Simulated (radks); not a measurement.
Initial-state core-level shifts of the promethium ion Pm+ when its valence configuration changes from [Xe] 4f5 6s1. Method: scalar-relativistic Kohn-Sham, LDA (Slater exchange, Perdew-Wang correlation), spin-polarised, spherical densities, point nucleus; open shells are filled with parallel spins first (spin-orbit coupling, left out, can overturn this in heavy ions); computed with a radial shooting solver on a logarithmic mesh with Libxc functionals. Shifts are changes of the shell-averaged eigenvalues in eV (positive: less bound).

[
 {"valence": "4f5.5 6s0.5", "1s": "+3.500", "4s": "+3.945", "4p": "+3.890", "5s": "+2.525"},
 {"valence": "4f4.5 6s1 6p0.5", "1s": "-4.706", "4s": "-5.201", "4p": "-5.128", "5s": "-3.390"},
 {"valence": "4f4.5 6s0.5 6p1", "1s": "-5.287", "4s": "-5.777", "4p": "-5.704", "5s": "-3.971"},
 {"valence": "4f3 5d2 6s1", "1s": "-13.904", "4s": "-15.955", "4p": "-15.548", "5s": "-7.053"},
 {"valence": "4f3 6s1 6p2", "1s": "-21.316", "4s": "-23.414", "4p": "-23.008", "5s": "-14.131"},
 {"valence": "4f5.5 6p0.5", "1s": "+2.932", "4s": "+3.392", "4p": "+3.334", "5s": "+1.917"},
 {"valence": "4f5 6p1", "1s": "-1.166", "4s": "-1.148", "4p": "-1.152", "5s": "-1.198"},
 {"valence": "4f4.5 5d0.5 6s1", "1s": "-3.083", "4s": "-3.567", "4p": "-3.488", "5s": "-1.726"},
 {"valence": "4f4.5 5d0.5 6p1", "1s": "-4.249", "4s": "-4.723", "4p": "-4.647", "5s": "-2.902"}
]
